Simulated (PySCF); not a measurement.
A small calculation by hand: oscillator strength and radiative lifetime

ClGeH3Se, SMILES Cl[Se][GeH3].

Geometry: PBE0-D3(BJ)/def2-SVP.

TDDFT-CAM-B3LYP/def2-SVPD in PySCF puts the first singlet state with f over 0.02 at 6.79 eV (vertical), with the transition dipole (0.355, -0.689, 0.000) in atomic units.

Problem. Find the oscillator strength, the wavelength and the radiative lifetime that this transition would have in vacuum if emission retraced absorption.

Solution. 
|μ|² = 0.6007 au, so |μ| = 1.97 D. ΔE = 6.79/27.211 = 0.2495 hartree. f = (2/3) ΔE |μ|² = 0.100 (the program prints 0.100).
λ = 1239.84/6.79 = 183 nm; ν = 54765 cm⁻¹.
Einstein's coefficient A = 0.6670 ν² f s⁻¹ (ν in cm⁻¹) = 2.0e8 s⁻¹, so τ = 1/A = 5.0 ns. This state is S7; the lower singlets have f = 0.000, 0.004, 0.009, 0.000, 0.007, 0.011. The figure is the radiative limit of this one transition; relaxation, internal conversion, crossing to triplets and a medium change what is measured.
